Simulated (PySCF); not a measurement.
Compound: C7H11OP.
Atom-mapped SMILES: `[CH2:1]=[CH:2]/[C:3]([O:4][CH3:5])=[P:6]\[CH:7]1[CH2:8][CH2:9]1`

NICS is the negative of the GIAO shielding at a point without a nucleus: at the ring centre (0) and 1 Å above and below it (1); zz is the component along the ring normal. Level: GIAO PBE0/pcSseg-1 (PySCF, non-relativistic, gas phase) on the GFN2-xTB geometry, one conformer.

Ring bond lengths (Å), with Mayer bond orders in brackets: C7–C8 1.502 (0.96), C8–C9 1.493 (0.99), C9–C7 1.504 (0.92).

Give the NICS values of each ring in ppm.

```csv
ring,type,NICS(0),"NICS(1), two faces","NICS(1)zz, two faces",rms pucker (Å),"centre to ring atoms, mean (Å)"
C7–C8–C9,3-membered carbocycle; formal bonds all single,-44.1,-8.7 / -8.4,-21.5 / -23.3,0.00,0.87
```

What do they say, and how far can they be read as aromaticity?

- C7–C8–C9: mean NICS(1)zz -22.4 ppm, shielded. C7, C8, C9 have four or more neighbours; no verdict on aromaticity is drawn. NICS(0) lies 36 ppm below the mean NICS(1).

What is the mean of the two in-plane components of NICS at the first NICS(1) probe listed for ring C7–C8–C9, 1 Å off the ring?

The isotropic value is a third of the trace: (3 × -8.7 − (-21.5))/2 = -2.3 ppm.

Give the inner angles of the rings and the Hirshfeld charges of the ring atoms.

- C7–C8–C9: C7 59.5° (-0.092 e), C8 60.3° (-0.090 e), C9 60.2° (-0.090 e); sum 180.0° against 180° for a flat convex ring.

What are the shieldings of the ring atoms and their hydrogens in the same run (means over atoms taken as equivalent)?

| atoms | environment | σ isotropic (ppm) | principal values of the symmetric part, first atom (ppm) |
| --- | --- | --- | --- |
| C7 | sp3 carbon bound to phosphorus | 178.1 | 145.8, 168.2, 220.3 |
| C8 (×2) | three-membered-ring carbon | 177.9 | 149.6, 176.8, 210.5 |
| H on C7 | methine hydrogen | 30.60 | 23.5, 28.2, 40.1 |
| H on C8 (×2) | methylene hydrogen | 31.23 | 25.1, 28.4, 39.8 |
| H on C8 (×2) | methylene hydrogen | 30.74 | 24.8, 26.6, 40.9 |

The run took 56 s (with the writing of density and orbital grids) on one thread, Arm Neoverse V1 (aarch64), no GPU, on a shared host, and the process peaked at 1.0 GiB of memory. This is the whole shielding run at PBE0/pcSseg-1, SCF included.

Conformer computed: `[CH2:1]=[CH:2]/[C:3]([O:4][CH3:5])=[P:6]\[CH:7]1[CH2:8][CH2:9]1`: C1–C2–C3–O4 2°, C2–C3–O4–C5 179°, C3–P6–C7–C8 -156°.
